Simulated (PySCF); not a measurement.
Computed properties of C₃H₇ClSi, SMILES C(=C\C)/[SiH2]Cl

C₃H₇ClSi, SMILES C(/[SiH2]Cl)=C\C. Geometry optimised at PBE0-D3(BJ)/def2-SVP. The structure was generated by enumeration; whether it is a known compound was not checked. The values are those of a single conformer. All values are computed for the isolated molecule unless a solvent is named; none is compared with measurement here.

**Structure.** All 30 harmonic modes at PBE0-D3(BJ)/def2-SVP (PySCF) are real, so it is a minimum. With heavy atoms numbered as in [CH3:1]/[CH:2]=[CH:3]/[SiH2:4][Cl:5], the shortest bond between them is C2–C3 at 1.343 Å and the longest Si4–Cl5 at 2.080 Å.

**Vibrations.** The strongest infrared lines (harmonic, unscaled, degenerate partners summed) lie at 880 cm⁻¹ (301 km/mol, H 87 %, Si 9 %), 2250 cm⁻¹ (117 km/mol, H 96 %), 943 cm⁻¹ (99 km/mol, H 93 %). The softest mode is at 63 cm⁻¹ and the zero-point energy is 56.2 kcal/mol.

**Electronic structure.** M06-2X/def2-TZVP (PySCF) places the frontier levels at -9.05 and 0.19 eV, a gap of 9.24 eV, and gives a dipole moment of 2.65 D and a mean polarisability of 74.7 bohr³. PBE/def2-TZVP (PySCF) at the same geometry gives -6.74 and -1.67 eV, so its gap is 4.17 eV narrower. An orbital gap is neither the optical nor the fundamental gap.

**Excitations.** TDA-M06-2X/def2-SVPD (PySCF) has S1 at 6.62 eV (187 nm, f = 0.003, weak); the most intense of the 10 singlets computed lies at 7.06 eV (f = 0.43). T1 (TDA) is at 4.49 eV, 2.13 eV under S1. TDA-PBE/def2-SVPD (PySCF) puts S1 at 5.66 eV. No vertical singlet excitation falls in the visible range (under 3.1 eV).

**NMR.** GIAO shifts at PBE0/pcSseg-1 (PySCF) (non-relativistic, atoms alike by connectivity averaged): ¹³C from 27.7 to 162.6 ppm against TMS; ¹H from 2.3 to 6.8 ppm against TMS; ²⁹Si at -9.6 ppm against TMS. Without spin–orbit terms, shifts of atoms bonded to Cl or Br come out too high.

**Solvation.** SMD-B3LYP/6-31G* (PySCF) gives 0.6 kcal/mol in water, -3.6 kcal/mol in toluene, -3.4 kcal/mol in cyclohexanone (1 M in both phases, gas-phase geometry).
